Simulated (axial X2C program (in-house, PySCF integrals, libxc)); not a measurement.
**Outer orbitals of ZrTe at 2.545 Å, r2SCAN0**

All values were computed with an axial X2C code built on PySCF integrals. Spin-free means the one-electron spin-free X2C Hamiltonian; two-component (2c) means X2C with spin–orbit coupling and atomic mean-field two-electron Coulomb and Gaunt terms, so the difference of the two also holds small scalar two-electron terms. Basis: Te dyall-cv3z [11s12p8d4f1g], Zr dyall-cv3z [11s12p9d6f3g] (cores contracted in-house); Gaussian nuclei, density fitting, unrestricted open shells. Masses: Te 129.906 u, Zr 89.905 u.

The distance is close to the 2c PBE0 minimum; the highest filled and lowest empty levels are listed.

Spin-free orbitals, state M_S = 1, Λ = 2 (beyond evenly filled blocks: σα, δ+α) (Löwdin shares):

| symmetry | occupied | ε (eV) | atomic character |
| --- | --- | --- | --- |
| σβ | yes | -34.54 | 97% Zr p |
| π-β | yes | -34.17 | 100% Zr p |
| π+β | yes | -34.17 | 100% Zr p |
| σβ | yes | -15.74 | 67% Te s, 11% Zr p, 10% Zr d |
| σα | yes | -15.45 | 66% Te s, 11% Zr d, 10% Zr p |
| σα | yes | -6.94 | 61% Te p, 22% Zr d, 9% Zr s |
| σβ | yes | -6.80 | 69% Te p, 15% Zr d, 10% Zr s |
| π-β | yes | -6.17 | 65% Te p, 21% Zr d, 6% Zr f |
| π+β | yes | -6.17 | 65% Te p, 21% Zr d, 6% Zr f |
| π+α | yes | -6.12 | 56% Te p, 32% Zr d, 6% Zr p |
| π-α | yes | -6.09 | 57% Te p, 31% Zr d, 6% Zr p |
| σα | yes | -5.71 | 55% Zr s, 37% Zr d, 3% Te p |
| δ+α | yes | -5.37 | 99% Zr d |
| δ-α | no | -2.72 | 99% Zr d |
| π+α | no | -2.27 | 53% Zr d, 33% Zr p, 10% Te p |
| π-α | no | -2.18 | 54% Zr d, 33% Zr p, 9% Te p |
| σα | no | -2.09 | 47% Zr p, 25% Zr d, 15% Te p |

Spinors with spin–orbit coupling (state Ω = 1):

```
   ω  occupied  ε (eV)              atomic character     λ mixture
-3/2       yes  -34.77                     100% Zr p        100% π
 1/2       yes  -34.18                      98% Zr p  88% σ, 12% π
-1/2       yes  -34.18                      99% Zr p  72% π, 28% σ
 3/2       yes  -33.53                     100% Zr p        100% π
 1/2       yes  -15.74  67% Te s, 11% Zr p, 10% Zr d        100% σ
-1/2       yes  -15.46  66% Te s, 11% Zr d, 10% Zr p        100% σ
-1/2       yes   -7.07   64% Te p, 20% Zr d, 8% Zr s  84% σ, 16% π
 1/2       yes   -6.93   70% Te p, 15% Zr d, 8% Zr s  83% σ, 17% π
-1/2       yes   -6.28   64% Te p, 22% Zr d, 5% Zr f  84% π, 16% σ
 1/2       yes   -6.20   58% Te p, 28% Zr d, 5% Zr p  83% π, 17% σ
 3/2       yes   -5.96   64% Te p, 23% Zr d, 5% Zr f        100% π
-3/2       yes   -5.91   54% Te p, 34% Zr d, 5% Zr p        100% π
-1/2       yes   -5.70   55% Zr s, 36% Zr d, 4% Te p        100% σ
 3/2       yes   -5.40                      99% Zr d        100% δ
-5/2        no   -2.67                      99% Zr d        100% δ
 1/2        no   -2.29   55% Zr d, 32% Zr p, 9% Te p        100% π
-3/2        no   -2.13  51% Zr d, 34% Zr p, 10% Te p        100% π
-1/2        no   -2.08  47% Zr p, 25% Zr d, 16% Te p        100% σ
```

(1) How does the gap between the highest filled and lowest empty level change from the spin-free to the 2c table?

Mulliken charges and populations of the two-component result (they depend on the basis, above all on diffuse functions):

Te -0.12 e (s 9.85 p 22.24 d 20.02 f 0.01), Zr 0.12 e (s 8.93 p 18.23 d 12.66 f 0.05 g 0.01). ⟨Lz⟩ = 2.00 ħ and ⟨Sz⟩ = -1.00 ħ (0.16 and -1.16 on the two atoms), which add up to Ω.

The state is a single determinant with fixed occupations, the lowest that a limited PBE0 search found. Density functionals use the spin component along the axis (collinear). Other states lie close and PBE0, whose exact exchange favours high spin, may order them wrongly; the determinant shown need not be the ground state. The nearest other spin-free determinant of the search, M_S = 0, Λ = 0, lies 0.44 eV up at the distance of the search. Without a current term, density functionals place determinants with orbital angular momentum somewhat too high. With several unpaired electrons one determinant need not be a pure state. The determinant is spin-polarised beyond a pure state at some levels (its spin-free form has ⟨S²⟩ too high), which makes Re and μ there less reliable.

## Answers

(1) From 2.65 to 2.73 eV at r2SCAN0, a change of 0.08 eV.
